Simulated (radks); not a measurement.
Coulomb parameter of the 5d shell of the osmium ion Os2+ in the model configuration [Xe] 4f14 5d4 6p2, as a second difference U = [E(n + 0.25) + E(n - 0.25) - 2 E(n)] / (0.25)^2 with all orbitals relaxed. "Bare": the charge of the atom changes with n. "Screened": the 6p shell takes up the change at fixed total charge, which measures U(5d,5d) + U(6p,6p) - 2 U(5d,6p). Calculated with a radial shooting solver on a logarithmic mesh with Libxc functionals: scalar-relativistic Kohn-Sham, r2SCAN, spin-unpolarised, spherical densities, finite nucleus; meta-GGA in the generalised Kohn-Sham scheme; Fermi nuclear charge, rms radius 5.4126 fm.

start: configuration [Xe] 4f14 5d4 6p2; E - E(n) (eV) 0.000
bare +0.25: configuration [Xe] 4f14 5d4.25 6p2; E - E(n) (eV) -7.217
bare -0.25: configuration [Xe] 4f14 5d3.75 6p2; E - E(n) (eV) 7.959
screened +0.25: configuration [Xe] 4f14 5d4.25 6p1.75; E - E(n) (eV) -3.332
screened -0.25: configuration [Xe] 4f14 5d3.75 6p2.25; E - E(n) (eV) 3.455

U(bare) = 11.879 eV, U(screened by 6p) = 1.977 eV, against the Slater integral F0(5d,5d) = 15.588 eV with frozen orbitals.
